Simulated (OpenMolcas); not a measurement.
**2s² 2p along the 5-electron sequence**

- Program: OpenMolcas
- Method: SS-CASPT2, IPEA 0.25 Eh, imaginary shift 0.1 Eh
- Basis: ANO-RCC-VTZP
- Scalar Hamiltonian: DKH2, point nucleus
- Spin-orbit coupling: state interaction with AMFI integrals over the reference wave functions, term energies averaged over their components

Active space for each ion: 1 electron in 3 orbitals (2p); closed shells correlated by CASPT2: 1s 2s.

Computed levels in cm-1 above ²P°_1/2:

```json
{"Level": "²P°_3/2", "B": "14.8", "C+": "62.5", "N2+": "174", "O3+": "394", "F4+": "761", "Ne5+": "1341"}
{"Level": "weight of ²P° in the lowest level (%)", "B": "100", "C+": "100", "N2+": "100", "O3+": "100", "F4+": "100", "Ne5+": "100"}
```

Measured, with the error of the calculation in %. Measured levels: B, C+ from NIST Handbook of Basic Atomic Spectroscopic Data; N2+ from Moore, Selected Tables of Atomic Spectra, NSRDS-NBS 3, section 5; O3+ from Moore, Selected Tables of Atomic Spectra, NSRDS-NBS 3, section 10; F4+ from Moore, Atomic Energy Levels, vol. I, NSRDS-NBS 35 (1971 reprint of NBS Circular 467, 1949); Ne5+ from NIST levels in Podobedova, Fuhr, Reader and Wiese, J. Phys. Chem. Ref. Data 33, 525 (2004).

| Level | B | C+ | N2+ | O3+ | F4+ | Ne5+ |
| --- | --- | --- | --- | --- | --- | --- |
| ²P°_3/2 | 15.3 (-2.9) | 63.4 (-1.5) | 174 (0) | 386 (+2.0) | 746 (+2.1) | 1310 (+2.4) |

The fine-structure level ²P°_3/2 changes by a factor of 90.6 from B to Ne5+. Its fourth root runs 1.96, 2.81, 3.63, 4.46, 5.25, 6.05, with steps per unit of Z of 0.85, 0.82, 0.82, 0.80, 0.80; equal steps would mean a (Z - σ)^4 law with constant σ.

With one active electron, CASPT2 adds the correlation within the correlated inactive shells and between them and that electron, and leaves the splitting within a term as the reference gives it. Measured partners are found by configuration, term and J. A level has none where our copy of the source lacks it or the pairing is in doubt (some pairs that miss far off the trend of their configuration count as doubtful), and it then counts in no deviation. Levels of configurations outside the active space are missing.

° marks odd parity.
